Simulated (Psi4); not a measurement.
F2Sn, charge +1, doublet (typed; the unrestricted solution is spin-contaminated), at a GFN2-xTB geometry (such geometries of metal compounds can be far from the true shape) (a state made from the parent by changing its charge; the spin is typed, not shown lowest) (core potentials on Sn); HF/def2-SVP (Psi4).

Here is a job for Psi4.
```
memory 2 GB

molecule mol {
1 2
Sn    0.000000    0.000000    0.000000
F    -0.000000   -0.000000   -2.208865
F     0.000000    0.000000    2.208865
}

set {
  basis def2-svp
  reference uhf
}

energy('scf')
print_variables()
```

What the program printed (banner, timings and long lists left out):

```
   => Loading Basis Set <=

    Name: DEF2-SVP
    Role: ORBITAL
    Keyword: BASIS

    !!!  WARNING: ECP capability is in beta. Please check occupations closely.  !!!

         ---------------------------------------------------------
                                   SCF
               by Justin Turney, Rob Parrish, Andy Simmonett
                          and Daniel G. A. Smith
                              UHF Reference
         ---------------------------------------------------------

  ==> Geometry <==

    Molecular point group: d2h
    Full point group: D_inf_h

    Geometry (in Angstrom), charge = 1, multiplicity = 2:

       Center              X                  Y                   Z               Mass
    ------------   -----------------  -----------------  -----------------  -----------------
         SN           0.000000000000     0.000000000000     0.000000000000   119.902201630000
         F            0.000000000000     0.000000000000    -2.208865000000    18.998403162730
         F            0.000000000000     0.000000000000     2.208865000000    18.998403162730

  Running in d2h symmetry.

  Rotational constants: A = ************  B =      0.09093  C =      0.09093 [cm^-1]
  Rotational constants: A = ************  B =   2726.03707  C =   2726.03707 [MHz]
  Nuclear repulsion =  104.572190902320884

  Charge       = 1
  Multiplicity = 2
  Electrons    = 39
  Nalpha       = 20
  Nbeta        = 19

  ==> Algorithm <==

  SCF Algorithm Type is DF.
  DIIS enabled.
  MOM disabled.
  Fractional occupation disabled.
  Guess Type is SAD.
  Energy threshold   = 1.00e-06
  Density threshold  = 1.00e-06
  Integral threshold = 1.00e-12

  ==> Primary Basis <==

  Basis Set: DEF2-SVP
    Blend: DEF2-SVP
    Number of shells: 22
    Number of basis functions: 54
    Number of Cartesian functions: 58
    Spherical Harmonics?: true
    Max angular momentum: 2

  Core potential: DEF2-SVP
    Number of shells: 4
    Number of ECP primitives: 18
    Number of ECP core electrons: 28
    Max angular momentum: 3

   => Loading Basis Set <=

    Name: (DEF2-SVP AUX)
    Role: JKFIT
    Keyword: DF_BASIS_SCF

  ==> Integral Setup <==

  SCF_SUBTYPE=INCORE selected. In-core MEM_DF algorithm will be used.
  Using in-core AOs.

  ==> MemDFJK: Density-Fitted J/K Matrices <==

    J tasked:                   Yes
    K tasked:                   Yes
    wK tasked:                   No
    Algorithm:                 Core
    Schwarz Cutoff:           1E-12
    Mask sparsity (%):       7.2702
    Fitting Condition:        1E-10

   => Auxiliary Basis Set <=

  Basis Set: (DEF2-SVP AUX)
    Blend: DEF2-UNIVERSAL-JKFIT
    Number of shells: 96
    Number of basis functions: 372
    Number of Cartesian functions: 495
    Spherical Harmonics?: true
    Max angular momentum: 5

  Minimum eigenvalue in the overlap matrix is 6.4333169860E-02.
  Reciprocal condition number of the overlap matrix is 2.1976897599E-02.
    Using symmetric orthogonalization.

  ==> Pre-Iterations <==

  SCF Guess: Superposition of Atomic Densities via on-the-fly atomic UHF (no occupation information).

   -------------------------
    Irrep   Nso     Nmo
   -------------------------
     Ag        15      15
     B1g        3       3
     B2g        5       5
     B3g        5       5
     Au         1       1
     B1u       11      11
     B2u        7       7
     B3u        7       7
   -------------------------
    Total      54      54
   -------------------------

  ==> Iterations <==

                           Total Energy        Delta E     RMS |[F,P]|

   @DF-UHF iter SAD:  -409.40059113830642   -4.09401e+02   0.00000e+00
   @DF-UHF iter   1:  -411.42258534386303   -2.02199e+00   2.78730e-02 DIIS/ADIIS
   @DF-UHF iter   2:  -411.48983787287506   -6.72525e-02   3.14125e-02 DIIS/ADIIS
   @DF-UHF iter   3:  -411.65845426915035   -1.68616e-01   3.80095e-03 DIIS/ADIIS
   @DF-UHF iter   4:  -411.67641796198740   -1.79637e-02   3.39949e-03 DIIS/ADIIS
   @DF-UHF iter   5:  -411.69974673452737   -2.33288e-02   1.58384e-03 DIIS/ADIIS
   @DF-UHF iter   6:  -411.70391821150832   -4.17148e-03   3.35792e-04 DIIS/ADIIS
   @DF-UHF iter   7:  -411.70395215275391   -3.39412e-05   1.11591e-04 DIIS/ADIIS
   @DF-UHF iter   8:  -411.70395933030170   -7.17755e-06   3.26028e-05 DIIS
   @DF-UHF iter   9:  -411.70396041177742   -1.08148e-06   1.28110e-05 DIIS
   @DF-UHF iter  10:  -411.70396057916798   -1.67391e-07   4.00834e-06 DIIS
   @DF-UHF iter  11:  -411.70396059216660   -1.29986e-08   1.63450e-06 DIIS
   @DF-UHF iter  12:  -411.70396059472762   -2.56102e-09   2.83038e-07 DIIS
  Energy and wave function converged.

  ==> Post-Iterations <==

   @Spin Contamination Metric:   1.990489590E-01
   @S^2 Expected:                7.500000000E-01
   @S^2 Observed:                9.490489590E-01
   @S   Expected:                5.000000000E-01
   @S   Observed:                5.000000000E-01

    Orbital Energies [Eh]
    ---------------------

    Alpha Occupied:

       1Ag   -26.534451     1B1u  -26.534427     2Ag    -6.210190
       1B2u   -4.399842     1B3u   -4.399842     2B1u   -4.386207
       3Ag    -1.778344     3B1u   -1.770953     1B1g   -1.666959
       4Ag    -1.666959     1B3g   -1.654896     1B2g   -1.654896
       5Ag    -1.647436     6Ag    -0.976989     4B1u   -0.959552
       2B2u   -0.869817     2B3u   -0.869817     2B3g   -0.867508
       2B2g   -0.867508     7Ag    -0.722482

    Alpha Virtual:

       3B2u   -0.252904     3B3u   -0.252904     5B1u   -0.101938
       8Ag     0.034450     4B2u    0.123485     4B3u    0.123485
       6B1u    0.174946     2B1g    0.214335     9Ag     0.214335
       3B3g    0.271574     3B2g    0.271574    10Ag     0.481470
      11Ag     1.228165     5B2u    1.266317     5B3u    1.266317
       7B1u    1.291536     4B3g    1.322333     4B2g    1.322333
       8B1u    1.518962    12Ag     1.756556     6B2u    3.202253
       6B3u    3.202253     5B3g    3.235368     5B2g    3.235368
       9B1u    3.239748    10B1u    3.252773     1Au     3.252773
      13Ag     3.254257     3B1g    3.254257    14Ag     3.305246
       7B3u   14.582735     7B2u   14.582735    11B1u   15.172589
      15Ag    51.881148

    Beta Occupied:

       1Ag   -26.500246     1B1u  -26.500225     2Ag    -6.208495
       1B2u   -4.396897     1B3u   -4.396897     2B1u   -4.391676
       3Ag    -1.688487     1B1g   -1.664392     4Ag    -1.664392
       3B1u   -1.656366     1B3g   -1.656239     1B2g   -1.656239
       5Ag    -1.620717     2B3u   -0.835728     2B2u   -0.835728
       2B2g   -0.832867     2B3g   -0.832867     6Ag    -0.830891
       4B1u   -0.637313

    Beta Virtual:

       7Ag    -0.261584     3B3u   -0.238569     3B2u   -0.238569
       5B1u   -0.042485     8Ag     0.038864     4B2u    0.127895
       4B3u    0.127895     6B1u    0.189704     2B1g    0.222018
       9Ag     0.222018     3B3g    0.253813     3B2g    0.253813
      10Ag     0.498098     5B3u    1.282471     5B2u    1.282471
      11Ag     1.316905     4B2g    1.339367     4B3g    1.339367
       7B1u    1.358899     8B1u    1.607925    12Ag     1.827989
       9B1u    3.263889     1Au     3.263889    13Ag     3.265399
       3B1g    3.265399     6B3u    3.281769     6B2u    3.281769
       5B2g    3.314499     5B3g    3.314499    10B1u    3.338804
      14Ag     3.400397     7B3u   14.585748     7B2u   14.585748
      11B1u   15.166725    15Ag    51.882235

    Final Occupation by Irrep:
             Ag   B1g   B2g   B3g    Au   B1u   B2u   B3u
    DOCC [     6,    1,    2,    2,    0,    4,    2,    2 ]
    SOCC [     1,    0,    0,    0,    0,    0,    0,    0 ]
    NA   [     7,    1,    2,    2,    0,    4,    2,    2 ]
    NB   [     6,    1,    2,    2,    0,    4,    2,    2 ]

  @DF-UHF Final Energy:  -411.70396059472762

   => Energetics <=

    Nuclear Repulsion Energy =            104.5721909023208838
    One-Electron Energy =                -853.3066033116638209
    Two-Electron Energy =                 337.0304518146152759
    Total Energy =                       -411.7039605947276186

  UHF NO Occupations:
  HONO-2 :    6 Ag 1.9960391
  HONO-1 :    4B1u 1.9013690
  HONO-0 :    7 Ag 1.0000000
  LUNO+0 :    5B1u 0.0986310
  LUNO+1 :    8 Ag 0.0039609
  LUNO+2 :    9 Ag 0.0003840
  LUNO+3 :    6B1u 0.0003817

Computation Completed

Properties will be evaluated at   0.000000,   0.000000,   0.000000 [a0]

Properties computed using the SCF density matrix

 Multipole Moments:

 ------------------------------------------------------------------------------------
     Multipole            Electronic (a.u.)      Nuclear  (a.u.)        Total (a.u.)
 ------------------------------------------------------------------------------------

 L = 1.  Multiply by 2.5417464519 to convert [e a0] to [Debye]
 Dipole X            :          0.0000000            0.0000000            0.0000000
 Dipole Y            :          0.0000000            0.0000000            0.0000000
 Dipole Z            :          0.0000000            0.0000000            0.0000000
 Magnitude           :                                                    0.0000000

 ------------------------------------------------------------------------------------

  Variable Map:
  ----------------------------------------------------------------------------
  "CURRENT ENERGY"           =>    -411.703960594728
  "CURRENT REFERENCE ENERGY" =>    -411.703960594728
  "DD SOLVATION ENERGY"      =>       0.000000000000
  "HF KINETIC ENERGY"        =>     280.822733129751
  "HF POTENTIAL ENERGY"      =>    -692.526693724478
  "HF TOTAL ENERGY"          =>    -411.703960594728
  "HF VIRIAL RATIO"          =>       2.466063505637
  "NUCLEAR REPULSION ENERGY" =>     104.572190902321
  "ONE-ELECTRON ENERGY"      =>    -853.306603311664
  "PCM POLARIZATION ENERGY"  =>       0.000000000000
  "PE ENERGY"                =>       0.000000000000
  "SCF ITERATION ENERGY"     =>    -411.703960594728
  "SCF ITERATIONS"           =>      12.000000000000
  "SCF TOTAL ENERGY"         =>    -411.703960594728
  "TWO-ELECTRON ENERGY"      =>     337.030451814615

  Array Variable Map:
  ----------------------------------------------------------------------------
  "CURRENT DIPOLE"           =>       0.000000000000 ... 0.000000000000 1 by 3
  "SCF DIPOLE"               =>       0.000000000000 ... 0.000000000000 1 by 3
  "SCF TOTAL ENERGIES"       =>    -409.400591138306 ... -411.703960594728 1 by 13
```
